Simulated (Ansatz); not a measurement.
Ansatz (an electronic-structure program) input (B3LYP-D3(BJ)/def2-TZVP):

Ansatz 0.2 input:
```yaml
crystal:
  periodic: [false, false, false]
  atoms:
    - {symbol: N, position_ang: [-0.00000000, -0.00000000, -1.25788699]}
    - {symbol: C, position_ang: [-0.00000000, -0.00000000, -0.07148921]}
    - {symbol: O, position_ang: [0.00000000, 0.00000000, 1.15426802]}
basis:
  gaussian:
    orbitals: def2-TZVP
hamiltonian:
  xc: b3lyp
  dispersion: d3bj
total_charge: -1
phonons: {temperatures: {t_min: 298.15, t_max: 298.15, t_step: 100}}
```

Output:

```
Functional definition: B3LYP
integrals: 0.01 GiB planned
486 factors; their error is unknown
mean field: 0.19 GiB planned
mean field evaluation 1: about -4573.6881 eV, gradient 4.0e1 eV
mean field evaluation 2: about -4556.2124 eV, gradient 9.7e1 eV
mean field evaluation 4: about -4576.8773 eV, gradient 5.9e0 eV
mean field evaluation 8: about -4576.9439 eV, gradient 2.2e-1 eV
mean field evaluation 16: about -4576.9440 eV, gradient 4.5e-5 eV
mean field -4576.94398951 eV, -168.1995892504 hartree, gradient 4.5e-5 eV, S^2 0.000000; 0 other end points of the search recorded, 0 dependent functions left out
the calculation of the forces begins
reference -4576.94414941 eV, -168.1995951268 hartree; 11, 11 occupied and 82, 82 virtual orbitals, 486 factors
these checks for a lower state are left out or cut short: stability, starts, cluster_reference, orbital_swaps, neighbouring_geometries, increment
integrals: 0.01 GiB planned
486 factors; their error is unknown
mean field: 0.19 GiB planned
mean field -4576.94397916 eV, -168.1995888701 hartree, gradient 2.5e-6 eV, S^2 0.000000; 0 other end points of the search recorded, 0 dependent functions left out
the calculation of the forces begins
reference -4576.94413907 eV, -168.1995947466 hartree; 11, 11 occupied and 82, 82 virtual orbitals, 486 factors
these checks for a lower state are left out or cut short: stability, starts, cluster_reference, orbital_swaps, neighbouring_geometries, increment
integrals: 0.01 GiB planned
486 factors; their error is unknown
mean field: 0.19 GiB planned
mean field evaluation 32: about -4576.9440 eV, gradient 2.5e-6 eV
mean field -4576.94397916 eV, -168.1995888701 hartree, gradient 2.5e-6 eV, S^2 0.000000; 0 other end points of the search recorded, 0 dependent functions left out
the calculation of the forces begins
reference -4576.94413907 eV, -168.1995947466 hartree; 11, 11 occupied and 82, 82 virtual orbitals, 486 factors
these checks for a lower state are left out or cut short: stability, starts, cluster_reference, orbital_swaps, neighbouring_geometries, increment
integrals: 0.01 GiB planned
486 factors; their error is unknown
mean field: 0.19 GiB planned
mean field -4576.94397916 eV, -168.1995888701 hartree, gradient 2.5e-6 eV, S^2 0.000000; 0 other end points of the search recorded, 0 dependent functions left out
the calculation of the forces begins
reference -4576.94413907 eV, -168.1995947466 hartree; 11, 11 occupied and 82, 82 virtual orbitals, 486 factors
these checks for a lower state are left out or cut short: stability, starts, cluster_reference, orbital_swaps, neighbouring_geometries, increment
integrals: 0.01 GiB planned
486 factors; their error is unknown
mean field: 0.19 GiB planned
mean field -4576.94397916 eV, -168.1995888701 hartree, gradient 2.5e-6 eV, S^2 0.000000; 0 other end points of the search recorded, 0 dependent functions left out
the calculation of the forces begins
reference -4576.94413907 eV, -168.1995947466 hartree; 11, 11 occupied and 82, 82 virtual orbitals, 486 factors
these checks for a lower state are left out or cut short: stability, starts, cluster_reference, orbital_swaps, neighbouring_geometries, increment
integrals: 0.01 GiB planned
486 factors; their error is unknown
mean field: 0.19 GiB planned
mean field -4576.94367505 eV, -168.1995776943 hartree, gradient 2.5e-6 eV, S^2 0.000000; 0 other end points of the search recorded, 0 dependent functions left out
the calculation of the forces begins
reference -4576.94383496 eV, -168.1995835709 hartree; 11, 11 occupied and 82, 82 virtual orbitals, 486 factors
these checks for a lower state are left out or cut short: stability, starts, cluster_reference, orbital_swaps, neighbouring_geometries, increment
integrals: 0.01 GiB planned
486 factors; their error is unknown
mean field: 0.19 GiB planned
mean field evaluation 64: about -4576.9437 eV, gradient 2.5e-6 eV
mean field -4576.94369855 eV, -168.1995785580 hartree, gradient 2.5e-6 eV, S^2 0.000000; 0 other end points of the search recorded, 0 dependent functions left out
the calculation of the forces begins
reference -4576.94385845 eV, -168.1995844342 hartree; 11, 11 occupied and 82, 82 virtual orbitals, 486 factors
these checks for a lower state are left out or cut short: stability, starts, cluster_reference, orbital_swaps, neighbouring_geometries, increment
integrals: 0.01 GiB planned
486 factors; their error is unknown
mean field: 0.19 GiB planned
mean field -4576.94394942 eV, -168.1995877771 hartree, gradient 2.5e-6 eV, S^2 0.000000; 0 other end points of the search recorded, 0 dependent functions left out
the calculation of the forces begins
reference -4576.94410932 eV, -168.1995936535 hartree; 11, 11 occupied and 82, 82 virtual orbitals, 486 factors
these checks for a lower state are left out or cut short: stability, starts, cluster_reference, orbital_swaps, neighbouring_geometries, increment
integrals: 0.01 GiB planned
486 factors; their error is unknown
mean field: 0.19 GiB planned
mean field -4576.94394942 eV, -168.1995877771 hartree, gradient 2.5e-6 eV, S^2 0.000000; 0 other end points of the search recorded, 0 dependent functions left out
the calculation of the forces begins
reference -4576.94410932 eV, -168.1995936535 hartree; 11, 11 occupied and 82, 82 virtual orbitals, 486 factors
these checks for a lower state are left out or cut short: stability, starts, cluster_reference, orbital_swaps, neighbouring_geometries, increment
integrals: 0.01 GiB planned
486 factors; their error is unknown
mean field: 0.19 GiB planned
mean field -4576.94394942 eV, -168.1995877771 hartree, gradient 2.5e-6 eV, S^2 0.000000; 0 other end points of the search recorded, 0 dependent functions left out
the calculation of the forces begins
reference -4576.94410932 eV, -168.1995936535 hartree; 11, 11 occupied and 82, 82 virtual orbitals, 486 factors
these checks for a lower state are left out or cut short: stability, starts, cluster_reference, orbital_swaps, neighbouring_geometries, increment
integrals: 0.01 GiB planned
486 factors; their error is unknown
mean field: 0.19 GiB planned
mean field evaluation 96: about -4576.9439 eV, gradient 2.5e-6 eV
mean field -4576.94394942 eV, -168.1995877771 hartree, gradient 2.5e-6 eV, S^2 0.000000; 0 other end points of the search recorded, 0 dependent functions left out
the calculation of the forces begins
reference -4576.94410932 eV, -168.1995936535 hartree; 11, 11 occupied and 82, 82 virtual orbitals, 486 factors
these checks for a lower state are left out or cut short: stability, starts, cluster_reference, orbital_swaps, neighbouring_geometries, increment
integrals: 0.01 GiB planned
486 factors; their error is unknown
mean field: 0.19 GiB planned
mean field -4576.94351919 eV, -168.1995719663 hartree, gradient 2.5e-6 eV, S^2 0.000000; 0 other end points of the search recorded, 0 dependent functions left out
the calculation of the forces begins
reference -4576.94367909 eV, -168.1995778427 hartree; 11, 11 occupied and 82, 82 virtual orbitals, 486 factors
these checks for a lower state are left out or cut short: stability, starts, cluster_reference, orbital_swaps, neighbouring_geometries, increment
integrals: 0.01 GiB planned
486 factors; their error is unknown
mean field: 0.19 GiB planned
mean field -4576.94351802 eV, -168.1995719237 hartree, gradient 2.5e-6 eV, S^2 0.000000; 0 other end points of the search recorded, 0 dependent functions left out
the calculation of the forces begins
reference -4576.94367793 eV, -168.1995778001 hartree; 11, 11 occupied and 82, 82 virtual orbitals, 486 factors
these checks for a lower state are left out or cut short: stability, starts, cluster_reference, orbital_swaps, neighbouring_geometries, increment
integrals: 0.01 GiB planned
486 factors; their error is unknown
mean field: 0.19 GiB planned
mean field -4576.94397982 eV, -168.1995888942 hartree, gradient 2.5e-6 eV, S^2 0.000000; 0 other end points of the search recorded, 0 dependent functions left out
the calculation of the forces begins
reference -4576.94413972 eV, -168.1995947706 hartree; 11, 11 occupied and 82, 82 virtual orbitals, 486 factors
these checks for a lower state are left out or cut short: stability, starts, cluster_reference, orbital_swaps, neighbouring_geometries, increment
integrals: 0.01 GiB planned
486 factors; their error is unknown
mean field: 0.19 GiB planned
mean field evaluation 128: about -4576.9440 eV, gradient 2.5e-6 eV
mean field -4576.94397982 eV, -168.1995888942 hartree, gradient 2.5e-6 eV, S^2 0.000000; 0 other end points of the search recorded, 0 dependent functions left out
the calculation of the forces begins
reference -4576.94413972 eV, -168.1995947706 hartree; 11, 11 occupied and 82, 82 virtual orbitals, 486 factors
these checks for a lower state are left out or cut short: stability, starts, cluster_reference, orbital_swaps, neighbouring_geometries, increment
integrals: 0.01 GiB planned
486 factors; their error is unknown
mean field: 0.19 GiB planned
mean field -4576.94397982 eV, -168.1995888942 hartree, gradient 2.5e-6 eV, S^2 0.000000; 0 other end points of the search recorded, 0 dependent functions left out
the calculation of the forces begins
reference -4576.94413972 eV, -168.1995947706 hartree; 11, 11 occupied and 82, 82 virtual orbitals, 486 factors
these checks for a lower state are left out or cut short: stability, starts, cluster_reference, orbital_swaps, neighbouring_geometries, increment
integrals: 0.01 GiB planned
486 factors; their error is unknown
mean field: 0.19 GiB planned
mean field -4576.94397982 eV, -168.1995888942 hartree, gradient 2.5e-6 eV, S^2 0.000000; 0 other end points of the search recorded, 0 dependent functions left out
the calculation of the forces begins
reference -4576.94413972 eV, -168.1995947706 hartree; 11, 11 occupied and 82, 82 virtual orbitals, 486 factors
these checks for a lower state are left out or cut short: stability, starts, cluster_reference, orbital_swaps, neighbouring_geometries, increment
integrals: 0.01 GiB planned
486 factors; their error is unknown
mean field: 0.19 GiB planned
mean field -4576.94378322 eV, -168.1995816695 hartree, gradient 2.5e-6 eV, S^2 0.000000; 0 other end points of the search recorded, 0 dependent functions left out
the calculation of the forces begins
reference -4576.94394312 eV, -168.1995875458 hartree; 11, 11 occupied and 82, 82 virtual orbitals, 486 factors
these checks for a lower state are left out or cut short: stability, starts, cluster_reference, orbital_swaps, neighbouring_geometries, increment
integrals: 0.01 GiB planned
486 factors; their error is unknown
mean field: 0.19 GiB planned
mean field evaluation 160: about -4576.9438 eV, gradient 2.5e-6 eV
mean field -4576.94376075 eV, -168.1995808435 hartree, gradient 2.5e-6 eV, S^2 0.000000; 0 other end points of the search recorded, 0 dependent functions left out
the calculation of the forces begins
reference -4576.94392065 eV, -168.1995867200 hartree; 11, 11 occupied and 82, 82 virtual orbitals, 486 factors
Total energy: -4576.99687553 eV, -168.2015327759 hartree
Atom 0 at    -0.000000    -0.000000    -1.257887 Å, force    -0.000000     0.000000    -0.000020 eV/Å
Atom 1 at    -0.000000    -0.000000    -0.071489 Å, force     0.000000    -0.000000     0.000012 eV/Å
Atom 2 at     0.000000     0.000000     1.154268 Å, force    -0.000000     0.000000     0.000008 eV/Å
Dipole moment:    -0.000000    -0.000000     0.333446 e Å
Vibrations: 638.38 638.38 1254.31 2214.15 cm⁻¹, zero-point energy 0.294167 eV
```
